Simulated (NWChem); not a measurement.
Species: SiH₃SF; SMILES F[SiH2]S

```xyz
6

Si    -0.6439     0.5765    -0.0969
F      0.7289     1.3390     0.3165
S     -0.3241    -1.4960    -0.4493
H     -1.5978     0.7892     1.0225
H     -1.1231     1.1342    -1.3861
H     -0.1824    -1.8119     0.8571
```
Atoms are numbered in this order, from 1.

Results from NWChem. Structure relaxed at the PBE0/def2-SVP level. GIAO values for the isolated, static molecule; σ is the absolute isotropic shielding, δ = σ(reference) − σ with the isolated reference molecule computed at the same levels (19F: trichlorofluoromethane, 1H: tetramethylsilane, 29Si: tetramethylsilane).

Estimate the computed values for BHandHLYP/pcSseg-1. Quantities: δ Si1 (ppm); δ F2 (ppm); σ S3 (ppm); δ H4 (ppm); δ H5 (ppm); δ H6 (ppm).


```json
{
 "δ Si1 (ppm)": "-1.1",
 "δ F2 (ppm)": "-158.4",
 "σ S3 (ppm)": "672.2",
 "δ H4 (ppm)": "5.21",
 "δ H5 (ppm)": "5.04",
 "δ H6 (ppm)": "1.28"
}
```
